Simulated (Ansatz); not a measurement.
`N=[C](O)[AlH][F]` + dimethyl ether → `COCC(=N)O` + `[F][AlH2]`  (formal exchange of groups at a C–Al bond)

Program: Ansatz. Geometries: PBE0-D4/def2-TZVP. ΔE: electronic, gas phase. CCSD(T)/CBS adds triple-zeta CCSD(T) − MP2 to the extrapolated MP2 energy (def2 sets, frozen cores). This one scheme is used for every species. Functionals use def2-TZVPP. B3LYP here is the variant with VWN-RPA as its local correlation; programs differ in this. Each species was taken in one conformer, which may not be the lowest.

`N=[C](O)[AlH][F]`:

Z-matrix (Å, degrees):
```
C
O 1 1.349
Al 1 1.968 2 122.3
N 1 1.270 2 126.9 3 179.8
H 2 0.969 1 109.8 3 -179.7
F 3 1.648 1 118.9 2 1.9
H 3 1.567 1 122.4 2 -178.2
H 4 1.027 1 114.4 2 -0.1
```

`COC`:

```xyz
9

C    -1.096    0.264   -0.278
O     0.233    0.676   -0.422
C     1.123   -0.185    0.229
H    -1.258   -0.737   -0.705
H    -1.725    0.979   -0.809
H    -1.400    0.239    0.778
H     1.067   -1.206   -0.175
H     2.131    0.201    0.073
H     0.924   -0.231    1.309
```

`COCC(=N)O`:

Cartesian coordinates in Å:
```
C 1.263 -1.161 0.669
O 0.759 -0.877 -0.616
C -0.573 -0.465 -0.601
C -0.724 1.003 -0.287
N 0.180 1.879 -0.252
O -2.009 1.316 -0.054
H 2.306 -1.453 0.549
H 0.711 -1.990 1.132
H 1.210 -0.289 1.332
H -1.175 -1.045 0.112
H -0.989 -0.644 -1.597
H 1.077 1.456 -0.478
H -2.035 2.271 0.093
```

`[F][AlH2]`:

```xyz
4

F     1.156    1.073   -0.235
Al   -0.040   -0.037    0.008
H    -0.796   -0.565   -1.270
H    -0.320   -0.471    1.497
```

```tsv
level	ΔE (kJ/mol)	difference from CCSD(T)/CBS
revPBE-D4	-0.4	4.0
PBE0-D4	-6.2	-1.8
B3LYP-D4	-0.5	3.9
ωB97X-V	-9.5	-5.1
PBE-QIDH	-8.5	-4.1
PBE	4.4	8.8
PBE0	-3.3	1.1
r2SCANh	-5.3	-0.9
r2SCAN0	-7.9	-3.5
HF/def2-SVP	-18.6	-14.2
HF/def2-TZVPP	-11.3	-6.9
CCSD/def2-TZVPP	-6.4	-2.0
HF/def2-QZVPP	-11.0	-6.6
SCS-MP2/def2-QZVPP	-3.9	0.5
MP2/CBS(def2)	-4.6	-0.2
CCSD/CBS(def2)	-5.3	-0.9
CCSD(T)/CBS	-4.4	0
```

Largest T1 diagnostic among the species: 0.015.

In def2-TZVPP, CCSD(T) changes the Hartree–Fock value by +5.9 kJ/mol (the triples alone add +1.0 kJ/mol) and MP2 by +5.7 kJ/mol. At CCSD(T), def2-SVP lies −11.0 kJ/mol from the extrapolated value and def2-TZVPP −1.1 kJ/mol. From r2SCAN to r2SCAN0 (25 % exact exchange), in def2-TZVPP and without D4, ΔE moves by −4.3 kJ/mol.
